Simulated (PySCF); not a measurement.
boric acid (H3BO3), singlet, geometry from GFN2-xTB; M062X/6-31G in PySCF.

Here is a job for PySCF.
```python
from pyscf import gto, scf, dft

mol = gto.M(
    atom='''
O    -1.142575   -0.769390   -0.031828
B    -0.007709   -0.039318   -0.003470
O    -0.114141    1.322248    0.130271
O     1.170413   -0.704769   -0.109794
H    -1.934467   -0.238642    0.047600
H     0.696614    1.827563    0.148980
H     1.966827   -0.177048   -0.088427
''',
    basis='6-31g',
    charge=0,
    spin=0,
    verbose=4,
)

mf = dft.RKS(mol)
mf.xc = 'm062x'
mf.grids.level = 7
mf.kernel()
```

Output, abridged:

```
PySCF version 2.14.0

[INPUT] verbose = 4
[INPUT] num. atoms = 7
[INPUT] num. electrons = 32
[INPUT] charge = 0
[INPUT] spin (= nelec alpha-beta = 2S) = 0
[INPUT] symmetry False subgroup None
[INPUT] Mole.unit = angstrom
[INPUT] Symbol           X                Y                Z      unit          X                Y                Z       unit  Magmom
[INPUT]  1 O     -1.142575000000  -0.769390000000  -0.031828000000 AA   -2.159153826775  -1.453936382979  -0.060146203093 Bohr   0.0
[INPUT]  2 B     -0.007709000000  -0.039318000000  -0.003470000000 AA   -0.014567898694  -0.074300251766  -0.006557349652 Bohr   0.0
[INPUT]  3 O     -0.114141000000   1.322248000000   0.130271000000 AA   -0.215695229584   2.498686588754   0.246176511973 Bohr   0.0
[INPUT]  4 O      1.170413000000  -0.704769000000  -0.109794000000 AA    2.211760022631  -1.331820391084  -0.207480590120 Bohr   0.0
[INPUT]  5 H     -1.934467000000  -0.238642000000   0.047600000000 AA   -3.655612827009  -0.450968021818   0.089950963529 Bohr   0.0
[INPUT]  6 H      0.696614000000   1.827563000000   0.148980000000 AA    1.316409674538   3.453593545388   0.281531398038 Bohr   0.0
[INPUT]  7 H      1.966827000000  -0.177048000000  -0.088427000000 AA    3.716764364400  -0.334572230902  -0.167102812017 Bohr   0.0

nuclear repulsion = 116.750384053903
number of shells = 26
number of NR pGTOs = 100
number of NR cGTOs = 42
basis = 6-31g
ecp = {}

******** <class 'pyscf.dft.rks.RKS'> ********
method = RKS
initial guess = minao
damping factor = 0
level_shift factor = 0
DIIS = <class 'pyscf.scf.diis.CDIIS'>
diis_start_cycle = 1
diis_space = 8
diis_damp = 0
SCF conv_tol = 1e-09
SCF conv_tol_grad = None
SCF max_cycles = 50
direct_scf = True
direct_scf_tol = 1e-13
XC library pyscf.dft.libxc version 7.1.2
    S. Lehtola, C. Steigemann, M. J. T. Oliveira, and M. A. L. Marques,  SoftwareX 7, 1–5 (2018)
XC functionals = m062x
    Y. Zhao and D. G. Truhlar,  Theor. Chem. Acc. 120, 215 (2008)
    Y. Zhao and D. G. Truhlar,  Theor. Chem. Acc. 120, 215 (2008)
radial grids:
    Treutler-Ahlrichs [JCP 102, 346 (1995); DOI:10.1063/1.469408] (M4) radial grids

becke partition: Becke, JCP 88, 2547 (1988); DOI:10.1063/1.454033
pruning grids: <function nwchem_prune>
grids dens level: 7
symmetrized grids: False
atomic radii adjust function: <function treutler_atomic_radii_adjust>
small_rho_cutoff = 0
Set gradient conv threshold to 3.16228e-05
Initial guess from minao.
tot grids = 497160
init E= -252.892705189552
  HOMO = -0.460872751146001  LUMO = 0.0213774138595442  gap/eV = 13.12270
cycle= 1 E= -252.132703104566  delta_E= 0.76  |g|= 0.867  |ddm|= 2.44
  HOMO = -0.270327674534085  LUMO = 0.0826960356480728  gap/eV = 9.60626
cycle= 2 E= -252.140786506412  delta_E= -0.00808  |g|= 0.902  |ddm|= 1.21
  HOMO = -0.391007457338854  LUMO = 0.0660955371211651  gap/eV = 12.43841
cycle= 3 E= -252.286328138587  delta_E= -0.146  |g|= 0.0263  |ddm|= 0.58
  HOMO = -0.386807888314558  LUMO = 0.0724985980811081  gap/eV = 12.49837
cycle= 4 E= -252.286418845482  delta_E= -9.07e-05  |g|= 0.0214  |ddm|= 0.0329
  HOMO = -0.388482176299607  LUMO = 0.0731448741786145  gap/eV = 12.56151
cycle= 5 E= -252.286500621638  delta_E= -8.18e-05  |g|= 0.00312  |ddm|= 0.0149
  HOMO = -0.387949976890685  LUMO = 0.0729388395419814  gap/eV = 12.54142
cycle= 6 E= -252.286502971072  delta_E= -2.35e-06  |g|= 0.000571  |ddm|= 0.00365
  HOMO = -0.388049957286522  LUMO = 0.0729050841512784  gap/eV = 12.54323
cycle= 7 E= -252.286503072697  delta_E= -1.02e-07  |g|= 0.000206  |ddm|= 0.0008
  HOMO = -0.388063617818896  LUMO = 0.0729090363902796  gap/eV = 12.54370
cycle= 8 E= -252.286503080831  delta_E= -8.13e-09  |g|= 0.000103  |ddm|= 0.000221
  HOMO = -0.388054911063256  LUMO = 0.0729092977112966  gap/eV = 12.54348
cycle= 9 E= -252.286503083175  delta_E= -2.34e-09  |g|= 4.97e-06  |ddm|= 9.56e-05
  HOMO = -0.388053883972447  LUMO = 0.0729089288420459  gap/eV = 12.54344
cycle= 10 E= -252.286503083192  delta_E= -1.67e-11  |g|= 7.94e-07  |ddm|= 1.17e-05
  HOMO = -0.388053890095351  LUMO = 0.0729090748309904  gap/eV = 12.54344
Extra cycle  E= -252.286503083192  delta_E= -6.25e-13  |g|= 5.11e-07  |ddm|= 1.67e-06
converged SCF energy = -252.286503083192
```
